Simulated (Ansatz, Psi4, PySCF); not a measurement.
AgI (SMILES [Ag][I]), singlet, geometry from GFN2-xTB (such geometries of metal compounds can be far from the true shape) (core potentials on Ag, I). Base run: BHANDHLYP/def2-TZVP run with PySCF.

Input for PySCF:
```python
from pyscf import gto, scf, dft

mol = gto.M(
    atom='''
Ag   -0.000000   -0.000000   -1.361175
I     0.000000    0.000000    1.207080
''',
    basis='def2-tzvp',
    ecp={'Ag': 'def2-tzvp', 'I': 'def2-tzvp'},
    charge=0,
    spin=0,
    verbose=4,
)

mf = dft.RKS(mol)
mf.xc = 'bhandhlyp'
mf.kernel()
```

The same geometry, method and basis name were run in Ansatz (a first-principles code) and Psi4 and PySCF, at each program's defaults and at the settings that a row names. The base is PySCF at its defaults. Differences at the defaults can come from grids, fitting, cores and function types together.

| code and settings | ΔE vs base (µEh) | basis functions | E (Eh) | SCF cycles | dipole (D) |
|---|---|---|---|---|---|
| PySCF, defaults (exact integrals, its default grid, spherical functions) | 0.0 | 90 | -444.60356 | 12 | 5.54 |
| Psi4, defaults (density fitting with its default set, its default grid, spherical functions) | 4.5 | 90 | -444.60356 | 10 | 5.54 |
| Ansatz, defaults (factorised integrals, its default grid, spherical functions) | 10.2 | 90 | -444.60355 | - | - |
| PySCF, density fitting with def2-universal-jkfit | 12.2 | 90 | -444.60355 | 12 | 5.54 |
| PySCF, fine grid | -2.8 | 90 | -444.60357 | 12 | 5.54 |
| Psi4, exact integrals, spherical functions, fine grid | -3.2 | 90 | -444.60357 | 13 | 5.54 |
| Ansatz, high accuracy | -3.1 | 90 | -444.60357 | - | - |
